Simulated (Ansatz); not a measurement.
Consider the atomization: `C[OH+][InH3-]` → C• + 7 H• + In• + O•.

Gas-phase electronic energies from Ansatz, PBE0-D4/def2-TZVP geometries. CCSD(T)/CBS is the MP2 limit (def2-TZVPP, def2-QZVPP) plus CCSD(T) − MP2 in def2-TZVPP, frozen cores. This one scheme is used for every species, atoms too. DFT in def2-TZVPP. No spin–orbit coupling; open shells (•) take unrestricted orbitals. Spin–orbit coupling would lower the free atoms: a little for C, O; strongly for In. def2 core potentials past Kr. Bonds to In are less sure, by a few kJ/mol each and by 10 to 20 or more in all where they break to atoms, as the def2 sets lack core-valence functions.

```
          level  ΔE (kJ/mol)  difference from CCSD(T)/CBS
      r2SCAN-D4       2931.1                        -21.2
         B97M-V       2956.5                          4.2
     r2SCAN0-D4       2896.0                        -56.3
       BHLYP-D4       2859.5                        -92.8
        ωB97X-V       2949.9                         -2.4
        ωB97M-V       2948.9                         -3.4
       PBE-QIDH       2890.7                        -61.6
         revPBE       2825.7                       -126.6
         r2SCAN       2927.5                        -24.8
CCSD/def2-TZVPP       2854.8                        -97.5
    CCSD(T)/CBS       2952.3                            0
```

Largest T1 diagnostic among the species: 0.015.

The D4 term adds +23.4 kJ/mol with B3LYP and +12.3 kJ/mol with PBE0; it sums over pairs of atoms, weighted by their polarisabilities, and B3LYP, whose exchange is more repulsive, gets the larger term. In def2-TZVPP, CCSD(T) changes the Hartree–Fock value by +761.3 kJ/mol (the triples alone add +31.2 kJ/mol) and MP2 by +741.3 kJ/mol; breaking electron pairs costs correlation energy, which Hartree–Fock lacks.

B3LYP here is the variant with VWN-RPA as its local correlation; programs differ in this.

For atomizations the MP2-based limit and the directly extrapolated one differ by several kJ/mol either way, and by 10 to 25 for some Ge, Se and Sn compounds, so smaller differences from it don't rank the levels.
